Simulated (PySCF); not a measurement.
Gas-phase reaction: SnH2Cl2 + Cl2 ⇌ SnCl4 + H2

Method: PySCF energies plus ideal-gas RRHO corrections (1 bar). † marks an energy on the PBE0/def2-TZVP geometry and frequencies; other levels use their own. CCSD(T) freezes the core. All species are closed-shell singlets. B3LYP is the form with VWN-RPA correlation. Sn: scalar-relativistic def2 core potential, no spin-orbit coupling. SnH2Cl2: computed as isolated molecules; such fragments, hydroxides, amides, oligomers or adducts are transient or little studied in the gas. CCSD(T) isn't extrapolated to the basis-set limit; its ΔH°(298 K) is -322.8 kJ in def2-SVP and -311.2 kJ in def2-TZVPP. The harmonic model lacks anharmonicity and excited electronic states, which grow with temperature; levels with a mode under 35 cm⁻¹ are left out. Soft modes under 120 cm⁻¹ make the harmonic entropy rough for SnH2Cl2, SnCl4.

```
level                ΔE electronic, kJ  ΔH°(298 K), kJ  ΔS°(298 K), J/K  ΔG°(1200 K), kJ
-------------------  -----------------  --------------  ---------------  ---------------
B3LYP/def2-TZVP†                  -294            -294              -39             -257
CCSD(T)/def2-TZVPP†               -311            -311              -39             -274
HF/def2-TZVP†                     -314            -314              -39             -277
M06-2X/def2-TZVP†                 -332            -332              -39             -295
PBE/def2-TZVP†                    -292            -292              -39             -255
PBE0/def2-TZVP                    -300            -300              -39             -263
r2SCAN/def2-TZVP†                 -318            -319              -39             -282
ωB97M-V/def2-TZVP†                -308            -308              -39             -271
```
ΔH° is lowest at M06-2X/def2-TZVP† and highest at PBE/def2-TZVP†. No reference value is set beside these.
